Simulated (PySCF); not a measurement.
Species: [PtCl6]2- (charge -2 and singlet state).
Bonds: Pt1–Cl2, Pt1–Cl3, Pt1–Cl4, Pt1–Cl5, Pt1–Cl6, Pt1–Cl7.
The ion is multiply charged and has no counter-ions or solvent; whether it holds all its electrons wasn't checked.

Computed by this run: PBE0-D3(BJ)/def2-SVP geometry optimisation, gas phase, def2 core potentials past Kr (PySCF); density fitting, grid level 1; the optimiser is geomeTRIC in internal coordinates, started from a GFN2-xTB structure with every atom displaced at random (about 0.03 Å).

Step 0: E = -78341.2792 eV
```
atom  x, y, z in Å  |  force x, y, z in eV/Å
Pt1     0.0635   -0.0749    0.0133   -0.863   2.034  -0.726
Cl2    -0.0398   -0.0258    2.3454    0.178  -0.119   0.235
Cl3    -0.0422    0.0025   -2.3753    0.266  -0.139   0.266
Cl4     2.4532    0.0120    0.0089   -0.420  -0.140   0.038
Cl5    -2.3544   -0.0270   -0.0530    0.577  -0.142   0.122
Cl6    -0.0194    2.3685    0.0037    0.148  -0.639   0.043
Cl7     0.0309   -2.3573   -0.0116    0.115  -0.855   0.023
```

Step 1: E = -78341.4093 eV
```
atom  x, y, z in Å  |  force x, y, z in eV/Å
Pt1     0.0294   -0.0329   -0.0005   -0.318   0.555  -0.244
Cl2    -0.0008   -0.0351    2.3513    0.027  -0.015   0.076
Cl3    -0.0205    0.0108   -2.3671    0.149  -0.072   0.051
Cl4     2.3829    0.0147    0.0180    0.054  -0.053  -0.010
Cl5    -2.3349   -0.0349   -0.0626    0.029  -0.042   0.111
Cl6    -0.0018    2.3482   -0.0052    0.024  -0.182   0.037
Cl7     0.0375   -2.3729   -0.0024    0.035  -0.191  -0.021
```

Step 2: E = -78341.4131 eV
```
atom  x, y, z in Å  |  force x, y, z in eV/Å
Pt1     0.0178   -0.0134   -0.0069   -0.063  -0.109  -0.023
Cl2    -0.0503    0.0050    2.3536    0.117  -0.070   0.003
Cl3     0.0464   -0.0137   -2.3651   -0.040   0.028  -0.025
Cl4     2.3728   -0.0094   -0.0496    0.071   0.041   0.128
Cl5    -2.3367   -0.0307   -0.0143   -0.075  -0.016  -0.028
Cl6    -0.0133    2.3366    0.0382    0.024   0.109  -0.076
Cl7     0.0552   -2.3764   -0.0245   -0.033   0.017   0.022
```

Question: Estimate the geometry and energy of step 3. (The exact step hangs on the optimiser's Hessian estimate; all steps are aligned on step 2, rigid shifts and turns removed.)

Answer: E = -78341.4229 eV, largest force 0.103 eV/Å
```
atom  x, y, z in Å  |  force x, y, z in eV/Å
Pt1     0.0144   -0.0129   -0.0083   -0.012  -0.103  -0.004
Cl2    -0.0177   -0.0166    2.3531    0.036  -0.017  -0.012
Cl3     0.0260   -0.0022   -2.3670    0.006   0.001  -0.015
Cl4     2.3716    0.0031   -0.0143    0.039   0.013   0.046
Cl5    -2.3416   -0.0367   -0.0320   -0.049   0.001   0.015
Cl6    -0.0052    2.3392    0.0145   -0.005   0.084  -0.024
Cl7     0.0445   -2.3759   -0.0147   -0.016   0.020  -0.007
```

The energy changes by -0.0098 eV. The first-order estimate −F·Δx gives -0.0154 eV and the mean of the old and new forces, exact on a quadratic surface, -0.0097 eV. The step makes an angle of 41° with the force vector and moves no atom by more than 0.039 Å.

What follows is the cost of the whole optimisation. Time: 32 s wall, 86 s CPU; peak memory 0.66 GiB. Hardware: an Intel Xeon 6975P-C with 2 threads, shared host with 192 logical CPUs at a one-minute load of 68.
